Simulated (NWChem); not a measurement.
Species: C$_{5}$H$_{5}$N; SMILES N#CC1=CCC1

```xyz
11

N     -0.0038    -2.7283     0.0000
C     -0.0445    -1.5683     0.0000
C     -0.0599    -0.1485     0.0000
C     -1.0426     0.7756     0.0000
C     -0.0876     1.9381     0.0000
C      1.0533     0.8787     0.0000
H     -2.1325     0.7013     0.0000
H     -0.1265     2.5830     0.8933
H     -0.1265     2.5830    -0.8933
H      1.6925     0.8762     0.8964
H      1.6925     0.8762    -0.8964
```
Atoms are numbered in this order, from 1.

Level: PBE0/def2-SVP (NWChem), optimised geometry, unscaled harmonic frequencies. 

| frequency (cm⁻¹) | IR intensity (km/mol) |
|---|---|
| 166 | 0.6 |
| 183 | 3.4 |
| 332 | 0.0 |
| 557 | 20.3 |
| 561 | 2.6 |
| 603 | 0.7 |
| 779 | 5.9 |
| 893 | 10.9 |
| 914 | 7.9 |
| 947 | 10.7 |
| 985 | 2.6 |
| 1036 | 0.1 |
| 1090 | 1.5 |
| 1162 | 0.6 |
| 1198 | 3.0 |
| 1224 | 2.2 |
| 1249 | 0.0 |
| 1305 | 10.2 |
| 1428 | 5.0 |
| 1456 | 2.7 |
| 1697 | 2.7 |
| 2385 | 25.4 |
| 3074 | 15.7 |
| 3087 | 15.0 |
| 3133 | 4.2 |
| 3154 | 8.7 |
| 3238 | 2.4 |

* **zero-point energy**: 54.1 kcal/mol
* **thermal correction to the enthalpy at 298.15 K (with zero-point energy)**: 58.0 kcal/mol
* **heat capacity Cv**: 18.9 cal/(mol K)
* **entropy at 298.15 K and 1 atm (symmetry number 1)**: 73.7 cal/(mol K)
* **dipole moment**: 4.31 D

Rigid rotor and harmonic oscillator.
